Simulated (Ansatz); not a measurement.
The cluster Rb2F2, relaxed as a quintet with UKS PBE0-D4/def2-TZVP in Ansatz, starting from the PBE0-D4/def2-TZVP geometry of the neutral singlet. Force threshold 0.02 eV/Å.

In the def2 sets Rb takes a core potential; there is no spin–orbit coupling. In the quintet geometry the species has come apart into loosely held pieces. The relaxation made no stability test and no search for a lower SCF solution. At PBE0-D4/def2-TZVP a singlet of charge 0 lies 11.10 eV below the quintet, each at its own geometry. The structure comes from a short search, and lower isomers may exist.

Start:

```xyz
4

Rb    0.6881   -1.7669    0.0597
Rb   -0.6877    1.7671   -0.0585
F     1.4756    0.5558   -0.5577
F    -1.4759   -0.5560    0.5565
```

(1) Estimate the energy that the relaxation releases and the steps that it takes.

(2) Does the start keep its bonding and symmetry?

(3) Predict the relaxed structure.

Answers

(1) 185.2 kJ/mol, in 15 steps; 50 s on 4 threads of Arm Neoverse V2 on a shared host. The force fell under the threshold at step 12, but the optimiser went on and released 0.005 eV more. No frequencies were taken in this run, so the end may be a saddle point.

(2) Bonds lost: Rb1–F3, Rb1–F4, Rb2–F3, Rb2–F4 (atoms count from 1). Metal–metal contacts that move far: Rb1–Rb2 3.79 to 5.57 Å. The end holds 3 separate pieces. Point group D2h at the start, D2h at the end, both within 0.05 Å.

(3) 
```xyz
4

Rb    1.011   -2.593    0.090
Rb   -1.009    2.594   -0.084
F     2.858    1.077   -1.082
F    -2.860   -1.077    1.076
```
Bond lengths (bridged metal pairs left out): .
